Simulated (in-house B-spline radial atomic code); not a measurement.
## Neutral titanium: [Ar] 3d1 4s2 7g1 (an excited or competing configuration)

Computed with a B-spline radial code for spherical atoms: Dirac-Hartree-Fock, average of configuration, Fermi nucleus of rms radius 3.5921 fm.

Effective charges: Z_r = [3n² - l(l+1)]/(2<r>) from the radius, Z_e = n√(-2ε) from the energy, and Slater's rules. Values are occupation-weighted means over j.

```tsv
shell	electrons	ε (eV)	<r> (bohr)	Z_r	Z_e	Slater
1s	2	-5033.1	0.06953	21.57	19.23	21.70
2s	2	-603.53	0.3222	18.62	13.32	17.85
2p	6	-499.02	0.2886	17.33	12.11	17.85
3s	2	-92.161	0.9924	13.60	7.81	10.75
3p	6	-61.383	1.069	11.70	6.37	10.75
3d	1	-23.431	1.31	8.02	3.94	4.00
4s	2	-13.438	3.107	7.72	3.98	4.00
7g	1	-0.27768	63.5	1.00	1.00	-
```

The least bound orbital is 7g9/2 at -0.2777 eV, and it is also the most diffuse (<r> = 63.5 bohr). The part-filled 3d shell lies below the filled 4s shell in orbital energy.

Spin-orbit splittings of the orbital energies (j = l + 1/2 above j = l - 1/2 when positive): 2p 5.898 eV, 3p 0.73 eV, 3d 0.04658 eV, 7g 1.054e-07 eV.

For the 1s electron the small component carries 0.621 % of the norm, the zero-frequency Breit interaction raises the level by 4.904 eV, self-energy by 2.319 eV, and vacuum polarisation lowers it by 0.1802 eV.
